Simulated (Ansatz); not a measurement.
Species: CH3F2Si, charge 0, multiplicity 2. It need not be the lowest isomer of its formula. SMILES: F[Si](C)F
Geometry: optimised at B3LYP-D3(BJ)/def2-TZVP (Ansatz, a first-principles code).

Computed values are from Ansatz. Valence correlation only, unless marked. UHF or UKS for open shells. Spin-orbit coupling is left out. Non-relativistic. CBS marks a two-point X^-3 extrapolation of the correlation energy; Hartree-Fock from the larger set (for Q and 5 zeta extrapolated as (X+1)exp(-9√X)).

```json
{
 "atomisation energy De": "2732.2 kJ/mol at CCSD(T)/CBS(cc-pV(Q+d)Z,cc-pV(5+d)Z)",
 "total_energy": "-528.6095 Eh at CCSD(T)/CBS(cc-pV(Q+d)Z,cc-pV(5+d)Z)",
 "dipole_moment": "2.16 D at CCSD(T)/aug-cc-pV(D+d)Z",
 "T1 diagnostic": "0.013 at CCSD/cc-pV(5+d)Z"
}
```
